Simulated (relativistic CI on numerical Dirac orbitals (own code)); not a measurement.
**Cu4+ in a cubic cluster: L2,3 absorption with charge transfer**

Computed with a charge-transfer multiplet model of a cubic metal-ligand cluster with up to 2 ligand holes, Slater and spin-orbit integrals from Dirac-Coulomb-Breit ions, Slater integrals scaled by 0.8. The parameters are those of a tetrahedral site (10Dq negative, t2 hopping the larger). The ground state mixes d7 with configurations of k ligand holes L, whose averages lie at kΔ + k(k − 1)U_dd/2; a core hole lowers each added d electron by U_cd. 300 K, Lorentzian 0.4 eV and Gaussian 0.3 eV FWHM.

Atomic integrals in eV (Slater integrals scaled, ζ unscaled), ground: F2dd 11.838, F4dd 7.422, zeta_d 0.120; with the core hole: F2dd 12.413, F4dd 7.786, zeta_d 0.150, zeta_core 13.370, F2cd 7.564, G1cd 5.867, G3cd 3.340.

Cluster parameters (eV): U_dd = 6.5, U_cd = 7.2, 10Dq = -0.45, 10Dq(ligand) = 0, V(eg) = 1.77, V(t2g) = -3.02, final-state hopping factor = 1.

```
       Case   n_d    d7   d8L  d9L2     S
Δ = -2.1 eV  7.81  0.32  0.56  0.13  1.50
Δ = -1.1 eV  7.72  0.38  0.52  0.10  1.50
Δ = -0.1 eV  7.64  0.44  0.48  0.08  1.50
 Δ = 0.9 eV  7.55  0.50  0.44  0.06  1.50
 Δ = 3.9 eV  7.35  0.67  0.30  0.02  1.50
```

Weights, n_d and S are thermal averages at 300 K. Photon energies count from the first peak over 30 % of the highest in each spectrum, which can be another peak from case to case. The parameters are a model scan and need not match a compound or its usual spin state. Peaks in eV (height, largest 100):
- Δ = -2.1 eV: 0.0 (100), 1.2 (29), 20.5 (26), 21.3 (21)
- Δ = -1.1 eV: 0.0 (100), 1.3 (32), 20.6 (26), 21.4 (20)
- Δ = -0.1 eV: 0.0 (100), 1.4 (37), 20.8 (28), 21.6 (19)
- Δ = 0.9 eV: 0.0 (100), 1.4 (41), 3.8 (6), 20.9 (30), 21.6 (19), 22.9 (6)
- Δ = 3.9 eV: 0.0 (100), 0.4 (81), 1.5 (54), 4.7 (7), 21.3 (38), 22.9 (8), 23.5 (8)

Curve for Δ = 0.9 eV (points under 2 left out, the grid thinned):

(E (eV), Intensity): (-2.2, 2.2), (-1.9, 3.0), (-1.6, 4.5), (-1.3, 7.8), (-1.0, 16.9), (-0.7, 35.9), (-0.4, 59.1), (-0.1, 98.1), (0.3, 83.6), (0.6, 49.4), (0.9, 34.0), (1.2, 37.2), (1.5, 39.5), (1.8, 25.9), (2.1, 16.8), (2.4, 15.0), (2.7, 12.3), (3.0, 9.7), (3.3, 7.5), (3.6, 5.7), (3.9, 5.5), (4.2, 3.3), (5.9, 2.1), (6.2, 2.4), (6.5, 2.6), (6.8, 2.8), (7.1, 2.7), (7.4, 2.6), (7.7, 2.8), (8.0, 2.2), (19.4, 3.2), (19.7, 7.8), (20.0, 14.6), (20.3, 22.0), (20.6, 27.7), (20.9, 30.2), (21.2, 23.5), (21.6, 19.5), (21.9, 14.6), (22.2, 9.6), (22.5, 7.1), (22.8, 5.7), (23.1, 4.8), (23.4, 2.7), (23.7, 2.1)

For the case Δ = 0.9 eV, Δ = 0.9 eV is smaller than U_dd = 6.5 eV, the charge-transfer side of the Zaanen-Sawatzky-Allen scheme. With the core hole the configuration with one ligand hole lies at Δ + U_dd − U_cd = -2.8, -1.8, -0.8, 0.2, 3.2 eV from the one without, in the order of the table; where this is negative the screened configuration lies lower, though the effective hopping of about 4.7 eV (from the holes of the mixed ground state) mixes the two strongly wherever it is as large as the gap.
